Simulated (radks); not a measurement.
Neutral molybdenum inside a hard spherical wall (all orbitals vanish at R), configuration held at [Kr] 4d5 5s1 and not refilled when levels cross. All-electron calculation, scalar-relativistic Kohn-Sham, LDA (Slater exchange, VWN5 correlation), spin-polarised, spherical densities, finite nucleus; open shells are filled with parallel spins first (spin-orbit coupling, left out, can overturn this in heavy ions); Fermi nuclear charge, rms radius 4.4091 fm. Program: a radial shooting solver on a logarithmic mesh with Libxc functionals. Eigenvalues in eV for spin up, with the zero of energy where the potential of the charges vanishes at infinity; a dash marks a level that is unbound or too diffuse for the functional's potential to be trusted. A positive occupied level is held by the wall or, in an anion where self-interaction has pushed it up, behind a barrier. The pressure on the wall is -dE/dV.

\begin{tabular}{lrrrrrrrrr}
R (bohr) & E (hartree) & kinetic (hartree) & e(4s) & e(4p) & e(5s) & e(4d) & e(5p, empty) & e(6s, empty) & pressure (GPa) \\ \hline
free & -4044.53009 & 4168.896 & -64.912 & -39.188 & -4.832 & -4.673 & -1.412 & -0.019 & 0 \\
20 & -4044.53009 & 4168.896 & -64.912 & -39.188 & -4.832 & -4.673 & -1.412 & 0.130 & < 0.0001 \\
15 & -4044.53009 & 4168.896 & -64.912 & -39.188 & -4.832 & -4.673 & -1.408 & 0.420 & < 0.0001 \\
12 & -4044.53005 & 4168.897 & -64.908 & -39.183 & -4.828 & -4.669 & -1.377 & 1.013 & 0.000763 \\
10 & -4044.52967 & 4168.901 & -64.878 & -39.154 & -4.802 & -4.642 & -1.271 & 2.065 & 0.0113 \\
8 & -4044.52592 & 4168.930 & -64.688 & -38.966 & -4.621 & -4.473 & -0.821 & 4.819 & 0.174 \\
4 & -4044.05201 & 4170.947 & -58.000 & -32.562 & 5.287 & 1.761 & 13.452 & 51.063 & 92.8 \\
2 & -4030.94989 & 4216.123 & -12.101 & 15.681 & 146.78 & 61.110 & 172.02 & 397.42 & 17800 \\
1.5 & -3998.19536 & 4311.491 & 63.468 & 99.059 & 387.80 & 157.66 & 419.66 & 875.52 & 131000 \\
\end{tabular}
